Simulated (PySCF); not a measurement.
F4Ti, charge +1, doublet, at a GFN2-xTB geometry (such geometries of metal compounds can be far from the true shape) (the multiplicity is a formal guess).

Here is a job for PySCF.
```python
from pyscf import gto, scf, dft

mol = gto.Mole()
mol.atom = '''
    Ti    0.00000000    0.00000000    0.00000000
    F     1.11216813    0.79984052   -1.03505710
    F     0.85175917   -1.07124651    1.03679470
    F    -1.12295623   -0.89058404   -0.94542868
    F    -0.84097107    1.16199002    0.94369108
'''
mol.basis = 'sto-3g'
mol.charge = 1
mol.spin = 1
mol.verbose = 3
mol.build()

mf = dft.UKS(mol)
mf.xc = 'pbe0'
mf.kernel()
mf.analyze()
```

**Question.** Predict the number of basis functions from PySCF with PBE0/STO-3G.

**Answer.** 38

**Question.** What total energy does PBE0/STO-3G give?

**Answer.** -1233.9032 Eh

**Question.** Estimate the nuclear repulsion energy that PBE0/STO-3G returns for this input.

**Answer.** 335.8221 Eh

These values belong to the state on which the SCF converged, which isn't shown to be the lowest.
